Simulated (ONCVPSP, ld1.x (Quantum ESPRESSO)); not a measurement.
# Potentials for hafnium (Hf) compared

Generated with ld1.x 7.5 (TM, RRKJ, ultrasoft, PAW), atompaw 4.2 or ONCVPSP 4.0.1. The cutoff is in Ry: for ld1.x and atompaw files where the sum of valence levels is converged to 10 mRy in a Bessel basis, for ONCV files where the hardest occupied wave has 1 mHa per electron of residual kinetic energy. The error is the largest all-electron minus pseudo excitation energy over each file’s own four to seven test configurations (ionisations up to +4, promotions, holes and added fractions of an electron), all of which were solved. The labels leave out finer settings (local radius, basis sizes, second energies), which also bear on the numbers. Spin-polarised tests are not counted. The rows are a selection from randomly drawn settings: files with unsolved tests, undetermined cutoffs or missed reference levels are left out.

A true bound ghost makes a file unfit for plane-wave use even where its test errors are small: the radial tests pick states by their node count and pass the ghost by.

| potential | cutoff (Ry) | largest error (meV) | bound ghosts |
| --- | --- | --- | --- |
| ONCV, PW91, scalar-relativistic, rc 1.75/1.60/2.25 (spd), local smoothed, core correction no, reference 5s2 5p6 5d2.5 6s1.5, qcut 8.9/10.5/3.6, projectors 2/1/2 | 86 | +9.4 | none |
| ONCV, PBE, scalar-relativistic, rc 1.85/1.70/1.70/1.40 (spdf), local smoothed, core correction yes, reference 5s2 5p6 5d1, qcut 8.2/9.7/4.8/8, projectors 1/1/1/2 | 56 | +411 | none |
| ONCV, LDA (Perdew-Wang 92), scalar-relativistic, rc 2.00/2.20/1.90/1.85 (spdf), local smoothed, core correction no, reference 5s2 5p6 5d2 6s1, qcut 6.6/7/4.7/6.4, projectors 2/2/1/2 | 27 | -14 | f |
| RRKJ, PBE, scalar-relativistic, rc 3.10/4.20/2.25 (spd), local s, core correction no, reference 5d2 6s2 6p0 | 21 | +289 | none |
| ONCV, LDA (Perdew-Wang 92), scalar-relativistic, rc 1.55/2.45/1.55 (spd), local d, core correction yes, reference 5s2 5p6 5d2 6s1 6p1, qcut 6/6.9/6.7, projectors 2/2/0 | 32 | -240 | none |

(1) Fill in the row for Hf: ONCV, LDA (Perdew-Zunger), scalar-relativistic, rc 2.30/1.35/2.95 (spd), local smoothed, core correction yes, reference 5p6 5d2 6s1.5, qcut 3.3/5.9/5.7, projectors 2/3/2.

Answers

(1) cutoff 95 Ry, largest error -3.6 meV, bound ghosts: s.
